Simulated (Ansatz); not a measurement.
The lowest singlet and triplet of C6H6 (SMILES c1ccccc1); geometries from B3LYP-D3(BJ)/def2-TZVP, each state relaxed from the structure named, with no frequency check.
Singlet at the triplet's geometry (charge 0, multiplicity 1):
```xyz
12

C      1.27917     0.62059    -0.21870
C      1.13775    -0.83877    -0.01992
C     -0.21383    -1.40441    -0.22620
C     -1.27114    -0.60439     0.04944
C     -1.07436     0.79097     0.30786
C      0.20132     1.39276     0.05684
H      2.22702     1.05100    -0.51733
H      1.70173    -1.25769     0.81886
H     -0.34366    -2.43569    -0.53024
H     -2.28262    -0.99149     0.00059
H     -1.92820     1.41971     0.51873
H      0.27220     2.47369     0.01343
```

```json
[
 {"level": "R-HF/cc-pVDZ", "gap E(singlet) − E(triplet), vertical, at the triplet's geometry (kcal/mol)": "-6.61", "cost": "-"},
 {"level": "R-HF/cc-pVTZ", "gap E(singlet) − E(triplet), vertical, at the triplet's geometry (kcal/mol)": "-6.27", "cost": "-"},
 {"level": "R-SVWN5/def2-TZVPP", "gap E(singlet) − E(triplet), vertical, at the triplet's geometry (kcal/mol)": "-47.50", "cost": "×0.7"},
 {"level": "U-SVWN5/def2-TZVPP", "gap E(singlet) − E(triplet), vertical, at the triplet's geometry (kcal/mol)": "-47.50", "cost": "×0.8"},
 {"level": "R-PBE/def2-TZVPP", "gap E(singlet) − E(triplet), vertical, at the triplet's geometry (kcal/mol)": "-42.55", "cost": "×1"},
 {"level": "U-PBE/def2-TZVPP", "gap E(singlet) − E(triplet), vertical, at the triplet's geometry (kcal/mol)": "-42.55", "cost": "×1"},
 {"level": "R-r2SCAN/def2-TZVPP", "gap E(singlet) − E(triplet), vertical, at the triplet's geometry (kcal/mol)": "-35.18", "cost": "×0.9"},
 {"level": "U-r2SCAN/def2-TZVPP", "gap E(singlet) − E(triplet), vertical, at the triplet's geometry (kcal/mol)": "-35.18", "cost": "×2"},
 {"level": "R-B3LYP/def2-TZVPP", "gap E(singlet) − E(triplet), vertical, at the triplet's geometry (kcal/mol)": "-39.99", "cost": "×0.9"},
 {"level": "U-B3LYP/def2-TZVPP", "gap E(singlet) − E(triplet), vertical, at the triplet's geometry (kcal/mol)": "-39.99", "cost": "×2"},
 {"level": "R-PBE0/def2-TZVPP", "gap E(singlet) − E(triplet), vertical, at the triplet's geometry (kcal/mol)": "-37.28", "cost": "×0.8"},
 {"level": "U-PBE0/def2-TZVPP", "gap E(singlet) − E(triplet), vertical, at the triplet's geometry (kcal/mol)": "-37.28", "cost": "×2"},
 {"level": "R-BHLYP/def2-TZVPP", "gap E(singlet) − E(triplet), vertical, at the triplet's geometry (kcal/mol)": "-32.42", "cost": "×1"},
 {"level": "U-BHLYP/def2-TZVPP (spin-contaminated)", "gap E(singlet) − E(triplet), vertical, at the triplet's geometry (kcal/mol)": "-32.89", "cost": "×2"},
 {"level": "R-wB97X-V/def2-TZVPP", "gap E(singlet) − E(triplet), vertical, at the triplet's geometry (kcal/mol)": "-38.75", "cost": "×2"},
 {"level": "U-wB97X-V/def2-TZVPP", "gap E(singlet) − E(triplet), vertical, at the triplet's geometry (kcal/mol)": "-38.75", "cost": "×4"},
 {"level": "R-wB97M-V/def2-TZVPP", "gap E(singlet) − E(triplet), vertical, at the triplet's geometry (kcal/mol)": "-41.31", "cost": "×2"},
 {"level": "U-wB97M-V/def2-TZVPP", "gap E(singlet) − E(triplet), vertical, at the triplet's geometry (kcal/mol)": "-41.31", "cost": "×4"},
 {"level": "R-B2PLYP/def2-TZVPP", "gap E(singlet) − E(triplet), vertical, at the triplet's geometry (kcal/mol)": "-43.99", "cost": "×2"},
 {"level": "U-B2PLYP/def2-TZVPP (spin-contaminated)", "gap E(singlet) − E(triplet), vertical, at the triplet's geometry (kcal/mol)": "-38.53", "cost": "×3"},
 {"level": "R-MP2/cc-pVDZ", "gap E(singlet) − E(triplet), vertical, at the triplet's geometry (kcal/mol)": "-62.57", "cost": "-"},
 {"level": "R-MP2/cc-pVTZ", "gap E(singlet) − E(triplet), vertical, at the triplet's geometry (kcal/mol)": "-64.16", "cost": "-"},
 {"level": "R-SCS-MP2/cc-pVDZ", "gap E(singlet) − E(triplet), vertical, at the triplet's geometry (kcal/mol)": "-58.99", "cost": "-"},
 {"level": "R-SCS-MP2/cc-pVTZ", "gap E(singlet) − E(triplet), vertical, at the triplet's geometry (kcal/mol)": "-61.05", "cost": "-"},
 {"level": "R-CCSD/cc-pVDZ", "gap E(singlet) − E(triplet), vertical, at the triplet's geometry (kcal/mol)": "-38.46", "cost": "-"},
 {"level": "R-CCSD/cc-pVTZ", "gap E(singlet) − E(triplet), vertical, at the triplet's geometry (kcal/mol)": "-37.89", "cost": "-"},
 {"level": "R-CCSD(T)/cc-pVDZ", "gap E(singlet) − E(triplet), vertical, at the triplet's geometry (kcal/mol)": "-44.13", "cost": "×2"},
 {"level": "R-CCSD(T)/cc-pVTZ", "gap E(singlet) − E(triplet), vertical, at the triplet's geometry (kcal/mol)": "-44.25", "cost": "×30*"},
 {"level": "SA-CASSCF(6,6)/cc-pVDZ", "gap E(singlet) − E(triplet), vertical, at the triplet's geometry (kcal/mol)": "-35.72", "cost": "-"},
 {"level": "SA-CASSCF(6,6)/cc-pVTZ", "gap E(singlet) − E(triplet), vertical, at the triplet's geometry (kcal/mol)": "-35.54", "cost": "-"},
 {"level": "SC-NEVPT2 on SA-CASSCF(6,6)/cc-pVDZ", "gap E(singlet) − E(triplet), vertical, at the triplet's geometry (kcal/mol)": "-46.65", "cost": "-"},
 {"level": "SC-NEVPT2 on SA-CASSCF(6,6)/cc-pVTZ", "gap E(singlet) − E(triplet), vertical, at the triplet's geometry (kcal/mol)": "-46.51", "cost": "-"},
 {"level": "FIC-NEVPT4(SD) on SA-CASSCF(6,6)/cc-pVDZ", "gap E(singlet) − E(triplet), vertical, at the triplet's geometry (kcal/mol)": "-42.23", "cost": "-"},
 {"level": "FIC-NEVPT4(SD) on SA-CASSCF(6,6)/cc-pVTZ", "gap E(singlet) − E(triplet), vertical, at the triplet's geometry (kcal/mol)": "-42.21", "cost": "-"},
 {"level": "FIC-MRCISD+Q on SA-CASSCF(6,6)/cc-pVDZ", "gap E(singlet) − E(triplet), vertical, at the triplet's geometry (kcal/mol)": "-41.53", "cost": "-"},
 {"level": "FIC-MRCISD+Q on SA-CASSCF(6,6)/cc-pVTZ", "gap E(singlet) − E(triplet), vertical, at the triplet's geometry (kcal/mol)": "-41.26", "cost": "-"}
]
```

The rows run from -64.16 (R-MP2/cc-pVTZ) to -6.27 kcal/mol (R-HF/cc-pVTZ). In cc-pVTZ the value moves R-HF -6.27, R-MP2 -64.16, R-CCSD -37.89, R-CCSD(T) -44.25, a shift of -37.97 from R-HF to R-CCSD(T). From cc-pVDZ to cc-pVTZ R-CCSD(T) changes by -0.12. The 9 R-functionals in def2-TZVPP without D3 or D4 span 15.08, from R-SVWN5 to R-BHLYP.

A positive gap puts the triplet lower; no zero-point energy. R- takes a restricted singlet. U- takes an unrestricted singlet (broken symmetry where lower, unprojected). The triplet is unrestricted in single-reference levels. Active spaces average the two states.

Correlated levels freeze the cores.

Doubts at one or more of the structures used: a restricted determinant that unrestricted orbitals would lower (R-HF/cc-pVDZ, R-HF/cc-pVTZ, R-BHLYP/def2-TZVPP, R-B2PLYP/def2-TZVPP, R-MP2/cc-pVDZ, R-MP2/cc-pVTZ, R-SCS-MP2/cc-pVDZ, R-SCS-MP2/cc-pVTZ, R-CCSD/cc-pVDZ, R-CCSD/cc-pVTZ, R-CCSD(T)/cc-pVDZ, R-CCSD(T)/cc-pVTZ); a spin-contaminated determinant (R-HF/cc-pVDZ, R-HF/cc-pVTZ, R-MP2/cc-pVDZ, R-MP2/cc-pVTZ, R-SCS-MP2/cc-pVDZ, R-SCS-MP2/cc-pVTZ, R-CCSD/cc-pVDZ, R-CCSD/cc-pVTZ, R-CCSD(T)/cc-pVDZ, R-CCSD(T)/cc-pVTZ).

Run with Ansatz (Gaussian orbitals). Values without a source in brackets are computed.

Costs are rough ratios of core time to R-PBE/def2-TZVPP (about 40 s over the structures, on one shared machine); a dash marks a level with no comparable run of its own. A star marks coupled-cluster runs past 200 virtual orbitals, where the program's memory plan changes under this machine's limit, so their costs aren't comparable with smaller runs.

Ansatz is a program for electronic structure.
